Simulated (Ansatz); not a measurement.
This Ansatz (an electronic-structure program) input (PBE0/cc-pVTZ) gives -82.41285 Eh with 130 basis functions. A basis named .json is the Basis Set Exchange file of that set (core-valence sets with the plain set on hydrogen).

Ansatz 0.2 input:
```yaml
crystal:
  periodic: [false, false, false]
  atoms:
    - {symbol: B, position_ang: [-0.96835656, 0.06020399, -0.08290159]}
    - {symbol: N, position_ang: [0.62979045, -0.10333295, -0.00929991]}
    - {symbol: H, position_ang: [-1.26015208, 1.19350843, -0.42878227]}
    - {symbol: H, position_ang: [-1.46944059, -0.21032217, 0.99639791]}
    - {symbol: H, position_ang: [0.81895399, -1.07746645, 0.19117144]}
    - {symbol: H, position_ang: [1.35798315, 0.47421006, 0.66652686]}
    - {symbol: H, position_ang: [0.98590517, 0.04238085, -0.94570660]}
basis:
  gaussian:
    orbitals: cc-pVTZ
    fitting: {mean_field: def2-universal-JKFIT.json}
hamiltonian:
  xc: {name: PBE0}
total_charge: -1
magnetization: {spin_polarized: false}
```

Change:
```diff
- fitting: {mean_field: def2-universal-JKFIT.json}
+ final_grid: {core_spheres: 8, valence_spheres: 7, degree: 23}
```

Problem. What does the run give now?

Solution. -82.41278 Eh (PBE0/cc-pVTZ, 130 functions), a change of +0.07 mEh.
